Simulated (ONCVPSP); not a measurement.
# As: excitation energies, all-electron against ONCV

- Element: arsenic
- Generator: ONCVPSP 4.0.1
- Type: optimised norm-conserving Vanderbilt (ONCV)
- Functional: Wu-Cohen
- Relativity: scalar-relativistic
- Frozen core: [Ne]
- Valence charge: 23
- Reference configuration: 3s2 3p6 3d10 4s2 4p1.5 (charge +1.5)
- Partial waves: 3s+4s: rc 1.05 bohr, ncon 3, nbas 7, qcut 13.2 1/bohr, 2 projectors; 3p+4p: rc 1.00 bohr, ncon 3, nbas 6, qcut 16.6 1/bohr, 2 projectors; 3d: rc 1.00 bohr, ncon 4, nbas 8, qcut 16.9 1/bohr, 2 projectors, debl 3.5 Ha
- Local potential: polynomial inside 1.00 bohr (lpopt 5, dvloc0 4 Ha)
- Core correction: polynomial model core, fcfact 0.6

Energies are relative to the spin-unpolarised reference configuration 3s2 3p6 3d10 4s2 4p1.5; without spin polarisation the order of configurations can differ from experiment.

```csv
valence configuration,charge,ΔE all-electron (eV),error AE − PS (meV)
3s2 3p6 3d10 4s2 4p2,+1,-7.817,+0.8
3s2 3p6 3d10 4s2 4p1,+2,10.159,-1.0
3s2 3p6 3d10 4s1 4p4,0,-7.536,+0.7
```

(1) What are ΔE and the potential's error for 3s2 3p6 3d10 4s2 4p3?

Levels in the configuration 3s2 3p6 3d10 4s2 4p2:

```
level  all-electron (eV)  pseudo (eV)
   3s           -199.799     -199.797
   3p           -143.340     -143.341
   3d            -50.419      -50.418
   4s            -23.432      -23.431
   4p            -13.378      -13.378
```

Answers

(1) ΔE = -16.985 eV all-electron; the error (AE − PS) is +1.7 meV.
